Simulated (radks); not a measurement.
Results of a calculation; reference values are marked as such.
Task: The lutetium ion Lu3+, configuration [Xe] 4f14. Level of theory: scalar-relativistic Kohn-Sham, AM05, spin-polarised, spherical densities, finite nucleus; Fermi nuclear charge, rms radius 5.37 fm (a radial shooting solver on a logarithmic mesh with Libxc functionals). Some entries of the table are withheld. Estimate them.

| orbital | occ. | eigenvalue (eV) | r(max) (bohr) | <r^2> (bohr^2) |
|---|---|---|---|---|
| 1s | 2 | -63200.74 | (1) | 0.0005128 |
| 2s | 2 | -10782.33 | (2) | 0.007929 |
| 2p | 6 | -9493.507 | 0.05662 | (3) |
| 3s | 2 | -2463.517 | 0.1959 | 0.05177 |
| 3p | 6 | -2076.633 | 0.1932 | 0.05231 |
| 3d | 10 | -1611.145 | 0.1573 | 0.04346 |
| 4s | 2 | -511.0973 | 0.4463 | 0.2584 |
| 4p | 6 | -384.0837 | 0.4673 | 0.2940 |
| 4d | 10 | -218.2940 | 0.4809 | 0.3487 |
| 5s | 2 | -87.7698 | 1.042 | 1.527 |
| 5p | 6 | -58.0266 | 1.191 | 2.120 |
| 4f | 14 | -36.3073 | 0.4682 | 0.6718 |

Result: 
(1) 1s r(max) (bohr): 0.01214
(2) 2s r(max) (bohr): 0.06936
(3) 2p <r^2> (bohr^2): 0.006498
